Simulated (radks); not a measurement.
Problem. These are the eigenvalues of the occupied orbitals of an atom or ion with whole-number occupations (eV). All-electron calculation, scalar-relativistic Kohn-Sham, r2SCAN, spin-polarised, spherical densities, finite nucleus; meta-GGA in the generalised Kohn-Sham scheme; Fermi nuclear charge, rms radius of each element as measured or else 0.836 A^(1/3) + 0.57 fm. Program: a radial shooting solver on a logarithmic mesh with Libxc functionals.

1s up: -1542.453
1s down: -1542.314
2s up: -132.2725
2s down: -132.1327
2p up: -91.9912
2p down: -91.7835
3s up: -24.6966

Which element is it, and in what charge state? The configuration may be excited. Open shells, if any, are filled with parallel spins first.

Solution. Z = 13, aluminium, charge +2: Al2+ in [Ne] 3s1. The list shows which subshells hold electrons but not how many an open one holds; the 1s level, -56.684 hartree, gives Z - s = 10.6 by -(Z - s)^2/2, which with screening and relativity narrows Z to a few neighbours, and the depths of the outer levels then fix element, charge and occupations together.
